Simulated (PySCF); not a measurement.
HNP (SMILES [NH+]#P), charge +1, singlet, geometry from GFN2-xTB, with bond 3-1 at 2.4 times its length; CASSCF(4,3)/def2-SVP run with PySCF.

Here is a job for PySCF.
```python
from pyscf import gto, scf, mcscf
import numpy

mol = gto.M(
    atom='''
N    -0.000000   -0.000000   -0.904238
P     0.000000    0.000000    0.549084
H     0.000000    0.000000   -3.309886
''',
    basis='def2-svp',
    charge=1,
    spin=0,
    verbose=4,
)

mf = scf.RHF(mol)
mf.kernel()
mc = mcscf.CASSCF(mf, 3, 4)
mc.fix_spin_(ss=0.0)
mc.kernel()
occ = numpy.linalg.eigvalsh(mc.fcisolver.make_rdm1(mc.ci, mc.ncas, mc.nelecas))[::-1]
ss = mc.fcisolver.spin_square(mc.ci, mc.ncas, mc.nelecas)[0]
print('natural occupations', occ.round(4), ' <S^2>', round(ss, 4))
```

The log (banner, timings and long lists left out):

```
PySCF version 2.14.0

[INPUT] verbose = 4
[INPUT] num. atoms = 3
[INPUT] num. electrons = 22
[INPUT] charge = 1
[INPUT] spin (= nelec alpha-beta = 2S) = 0
[INPUT] symmetry False subgroup None
[INPUT] Mole.unit = angstrom
[INPUT] Symbol           X                Y                Z      unit          X                Y                Z       unit  Magmom
[...]
nuclear repulsion = 41.8288847634343
number of shells = 17
number of NR pGTOs = 67
number of NR cGTOs = 37
basis = def2-svp
ecp = {}

******** <class 'pyscf.scf.hf.RHF'> ********
method = RHF
initial guess = minao
damping factor = 0
level_shift factor = 0
DIIS = <class 'pyscf.scf.diis.CDIIS'>
diis_start_cycle = 1
diis_space = 8
diis_damp = 0
SCF conv_tol = 1e-09
SCF conv_tol_grad = None
SCF max_cycles = 50
direct_scf = True
direct_scf_tol = 1e-13
Set gradient conv threshold to 3.16228e-05
Initial guess from minao.
init E= -395.283316541403
[...]
cycle= 1 E= -395.050420271392  delta_E= 0.233  |g|= 0.233  |ddm|= 1.85
[...]
cycle= 2 E= -395.064428924182  delta_E= -0.014  |g|= 0.164  |ddm|= 0.442
[...]
cycle= 3 E= -395.070714966643  delta_E= -0.00629  |g|= 0.0621  |ddm|= 0.164
[...]
cycle= 4 E= -395.071990972936  delta_E= -0.00128  |g|= 0.011  |ddm|= 0.0766
[...]
cycle= 5 E= -395.072069811089  delta_E= -7.88e-05  |g|= 0.00295  |ddm|= 0.0238
[...]
cycle= 6 E= -395.072079782898  delta_E= -9.97e-06  |g|= 0.000852  |ddm|= 0.00871
[...]
cycle= 7 E= -395.072080328467  delta_E= -5.46e-07  |g|= 0.00015  |ddm|= 0.002
[...]
cycle= 8 E= -395.072080349279  delta_E= -2.08e-08  |g|= 3.18e-05  |ddm|= 0.000452
[...]
cycle= 9 E= -395.072080350031  delta_E= -7.51e-10  |g|= 6.79e-06  |ddm|= 9.06e-05
[...]
Extra cycle  E= -395.072080350037  delta_E= -6.59e-12  |g|= 5.7e-06  |ddm|= 1.17e-05
converged SCF energy = -395.072080350037

******** <class 'pyscf.mcscf.mc1step.CASSCF'> ********
CAS (2e+2e, 3o), ncore = 9, nvir = 25
max_cycle_macro = 50
max_cycle_micro = 4
conv_tol = 1e-07
conv_tol_grad = None
orbital rotation max_stepsize = 0.02
orbital rotation threshold for CI restart = 0.01
augmented hessian ah_max_cycle = 30
augmented hessian ah_conv_tol = 1e-12
augmented hessian ah_linear dependence = 1e-14
augmented hessian ah_level shift = 1e-08
augmented hessian ah_start_tol = 2.5
augmented hessian ah_start_cycle = 3
augmented hessian ah_grad_trust_region = 3
kf_trust_region = 3
kf_interval = 4
ci_response_space = 4
ci_grad_trust_region = 3
with_dep4 0
natorb = False
canonicalization = True
sorting_mo_energy = False
ao2mo_level = 2
internal_rotation = False
******** <class 'pyscf.fci.addons.SpinPenaltyFCISolver'> ********
max. cycles = 50
conv_tol = 1e-08
davidson only = True
linear dependence = 1e-12
level shift = 0.001
max iter space = 12
nroots = 1
pspace_size = 400
spin = None
CASCI E = -395.072128426243  S^2 = 0.0000000
Set conv_tol_grad to 0.000316228
macro iter   1 ( 21 JK    4 micro), CASSCF E = -395.072797901437  dE = -6.69475194e-04  S^2 = 0.0000000
               |grad[o]|=0.000344  |grad[c]|=0.00505  |ddm|=0.00111  |maxRot[o]|=0.284
macro iter   2 ( 17 JK    4 micro), CASSCF E = -395.073259253129  dE = -4.61351693e-04  S^2 = 0.0000000
               |grad[o]|=0.00177  |grad[c]|=0.0105  |ddm|=0.00267  |maxRot[o]|=0.195
macro iter   3 ( 21 JK    4 micro), CASSCF E = -395.073419475164  dE = -1.60222034e-04  S^2 = 0.0000000
               |grad[o]|=0.0025  |grad[c]|=0.00978  |ddm|=0.00154  |maxRot[o]|=0.0798
macro iter   4 ( 17 JK    4 micro), CASSCF E = -395.073599705334  dE = -1.80230170e-04  S^2 = 0.0000000
               |grad[o]|=0.0023  |grad[c]|=0.0086  |ddm|=0.00159  |maxRot[o]|=0.0666
macro iter   5 (  7 JK    2 micro), CASSCF E = -395.073720067847  dE = -1.20362513e-04  S^2 = 0.0000000
               |grad[o]|=0.00215  |grad[c]|=0.00599  |ddm|=0.00144  |maxRot[o]|=0.0699
macro iter   6 ( 12 JK    3 micro), CASSCF E = -395.074118391099  dE = -3.98323251e-04  S^2 = 0.0000000
               |grad[o]|=0.00244  |grad[c]|=0.0243  |ddm|=0.00944  |maxRot[o]|=0.143
[...]
macro iter  32 ( 21 JK    4 micro), CASSCF E = -395.101374217327  dE = -4.17427906e-05  S^2 = 0.0000000
               |grad[o]|=0.00259  |grad[c]|=0.00477  |ddm|=0.000218  |maxRot[o]|=0.0514
macro iter  33 ( 21 JK    4 micro), CASSCF E = -395.101411401953  dE = -3.71846258e-05  S^2 = 0.0000000
               |grad[o]|=0.00265  |grad[c]|=0.00442  |ddm|=0.000281  |maxRot[o]|=0.0482
macro iter  34 ( 21 JK    4 micro), CASSCF E = -395.101445385283  dE = -3.39833306e-05  S^2 = 0.0000000
               |grad[o]|=0.00299  |grad[c]|=0.00425  |ddm|=0.00034  |maxRot[o]|=0.0456
macro iter  35 ( 21 JK    4 micro), CASSCF E = -395.101476097552  dE = -3.07122692e-05  S^2 = 0.0000000
               |grad[o]|=0.00327  |grad[c]|=0.00411  |ddm|=0.00042  |maxRot[o]|=0.0428
macro iter  36 ( 21 JK    4 micro), CASSCF E = -395.101504521957  dE = -2.84244044e-05  S^2 = 0.0000000
               |grad[o]|=0.00356  |grad[c]|=0.00399  |ddm|=0.000471  |maxRot[o]|=0.0388
macro iter  37 ( 21 JK    4 micro), CASSCF E = -395.101532101464  dE = -2.75795072e-05  S^2 = 0.0000000
               |grad[o]|=0.00384  |grad[c]|=0.00383  |ddm|=0.00054  |maxRot[o]|=0.0346
macro iter  38 ( 21 JK    4 micro), CASSCF E = -395.101559929485  dE = -2.78280208e-05  S^2 = 0.0000000
               |grad[o]|=0.00412  |grad[c]|=0.00375  |ddm|=0.000589  |maxRot[o]|= 0.03
macro iter  39 ( 21 JK    4 micro), CASSCF E = -395.101588338730  dE = -2.84092450e-05  S^2 = 0.0000000
               |grad[o]|=0.00439  |grad[c]|=0.00365  |ddm|=0.000633  |maxRot[o]|=0.0255
macro iter  40 ( 21 JK    4 micro), CASSCF E = -395.101616916611  dE = -2.85778816e-05  S^2 = 0.0000000
               |grad[o]|=0.00464  |grad[c]|=0.00357  |ddm|=0.000672  |maxRot[o]|=0.022
macro iter  41 ( 21 JK    4 micro), CASSCF E = -395.101645353520  dE = -2.84369091e-05  S^2 = 0.0000000
               |grad[o]|=0.00485  |grad[c]|=0.00348  |ddm|=0.000704  |maxRot[o]|=0.0193
macro iter  42 ( 21 JK    4 micro), CASSCF E = -395.101673614044  dE = -2.82605232e-05  S^2 = 0.0000000
               |grad[o]|=0.00503  |grad[c]|=0.0034  |ddm|=0.000733  |maxRot[o]|=0.0188
macro iter  43 ( 21 JK    4 micro), CASSCF E = -395.101701619495  dE = -2.80054510e-05  S^2 = 0.0000000
               |grad[o]|=0.00517  |grad[c]|=0.00334  |ddm|=0.000759  |maxRot[o]|=0.0183
macro iter  44 ( 21 JK    4 micro), CASSCF E = -395.101729715792  dE = -2.80962976e-05  S^2 = 0.0000000
               |grad[o]|=0.00526  |grad[c]|=0.00329  |ddm|=0.000782  |maxRot[o]|=0.018
macro iter  45 ( 21 JK    4 micro), CASSCF E = -395.101757719042  dE = -2.80032502e-05  S^2 = 0.0000000
               |grad[o]|=0.00533  |grad[c]|=0.00325  |ddm|=0.000805  |maxRot[o]|=0.0176
macro iter  46 ( 21 JK    4 micro), CASSCF E = -395.101785223625  dE = -2.75045826e-05  S^2 = 0.0000000
               |grad[o]|=0.00537  |grad[c]|=0.0032  |ddm|=0.000816  |maxRot[o]|=0.017
macro iter  47 ( 21 JK    4 micro), CASSCF E = -395.101812378752  dE = -2.71551265e-05  S^2 = 0.0000000
               |grad[o]|=0.00537  |grad[c]|=0.00315  |ddm|=0.000828  |maxRot[o]|=0.0166
macro iter  48 ( 21 JK    4 micro), CASSCF E = -395.101839303673  dE = -2.69249217e-05  S^2 = 0.0000000
               |grad[o]|=0.00535  |grad[c]|=0.00311  |ddm|=0.00084  |maxRot[o]|=0.0162
macro iter  49 ( 21 JK    4 micro), CASSCF E = -395.101866078114  dE = -2.67744409e-05  S^2 = 0.0000000
               |grad[o]|=0.0053  |grad[c]|=0.00308  |ddm|=0.00085  |maxRot[o]|=0.016
macro iter  50 ( 21 JK    4 micro), CASSCF E = -395.101892751056  dE = -2.66729419e-05  S^2 = 0.0000000
               |grad[o]|=0.00525  |grad[c]|=0.00306  |ddm|=0.00086  |maxRot[o]|=0.0158
1-step CASSCF not converged,  50 macro (952 JK 189 micro) steps
CASSCF canonicalization
Density matrix diagonal elements [1.91666976 1.99502924 0.08830101]
CASSCF energy = -395.101892751056
CASCI E = -395.101892751056  E(CI) = -6.07073973175306  S^2 = 0.0000000
natural occupations [1.9991 1.9151 0.0858]  <S^2> 0.0
```

The run did not converge; its last values are not results.
